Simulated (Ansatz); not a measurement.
Ansatz (a quantum-chemistry and plane-wave program) input:

Ansatz 0.2 input:
```yaml
crystal:
  periodic: [false, false, false]
  atoms:
    - {symbol: Zn, position_ang: [0.00000000, 0.00000000, 0.00000000]}
    - {symbol: H, position_ang: [-0.00000000, -0.00000000, -1.54404455]}
    - {symbol: H, position_ang: [0.00000000, 0.00000000, 1.54404455]}
basis:
  gaussian:
    orbitals: def2-TZVP
hamiltonian:
  xc: b3lyp
  dispersion: d3bj
phonons: {temperatures: {t_min: 298.15, t_max: 298.15, t_step: 100}}
```

### Question
Which total energy does the run end on?

### Answer
-1780.62097 Eh (B3LYP-D3(BJ)/def2-TZVP). The basis has 60 functions.
